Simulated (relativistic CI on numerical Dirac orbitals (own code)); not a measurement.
Ti⁺ in a cubic cluster: L2,3 absorption with charge transfer

Computed with a charge-transfer multiplet model of a cubic metal-ligand cluster with up to one ligand hole, Slater and spin-orbit integrals from Dirac-Coulomb-Breit ions, Slater integrals scaled by 0.7. The parameters are those of a tetrahedral site (10Dq negative, t2 hopping the larger). The ground state mixes d3 with configurations of k ligand holes L, whose averages lie at kΔ + k(k − 1)U_dd/2; a core hole lowers each added d electron by U_cd. 300 K, Lorentzian 0.4 eV and Gaussian 0.3 eV FWHM.

Atomic integrals in eV (Slater integrals scaled, ζ unscaled), ground: F2dd 4.733, F4dd 2.905, zeta_d 0.009; with the core hole: F2dd 5.484, F4dd 3.378, zeta_d 0.017, zeta_core 3.750, F2cd 2.909, G1cd 2.019, G3cd 1.143.

Cluster parameters (eV): U_dd = 5, U_cd = 6.3, 10Dq = -0.35, 10Dq(ligand) = 0, V(eg) = 1.18, V(t2g) = -2, final-state hopping factor = 1.

| Case | n_d | d3 | d4L | S |
| --- | --- | --- | --- | --- |
| Δ = 4.1 eV | 3.30 | 0.70 | 0.30 | 1.50 |
| Δ = 5.1 eV | 3.26 | 0.74 | 0.26 | 1.50 |
| Δ = 7.1 eV | 3.20 | 0.80 | 0.20 | 1.50 |

Weights, n_d and S are thermal averages at 300 K. Photon energies count from the first peak over 30 % of the highest in each spectrum, which can be another peak from case to case. The parameters are a model scan and need not match a compound or its usual spin state. Peaks in eV (height, largest 100):
- Δ = 4.1 eV: 0.0 (100), 4.8 (34), 5.9 (46)
- Δ = 5.1 eV: 0.0 (100), 4.8 (35), 5.9 (48)
- Δ = 7.1 eV: 0.0 (100), 4.9 (35), 5.9 (50)

For the case Δ = 7.1 eV, Δ = 7.1 eV is larger than U_dd = 5 eV, the Mott-Hubbard side of the Zaanen-Sawatzky-Allen scheme. With the core hole the configuration with one ligand hole lies at Δ + U_dd − U_cd = 2.8, 3.8, 5.8 eV from the one without, in the order of the table; where this is negative the screened configuration lies lower, though the effective hopping of about 4.7 eV (from the holes of the mixed ground state) mixes the two strongly wherever it is as large as the gap.

With at most 1 ligand hole the space is cut while the next configuration still counts, so covalency is underestimated, and a final configuration with one more ligand hole, which can lie low, is missing from the spectra.
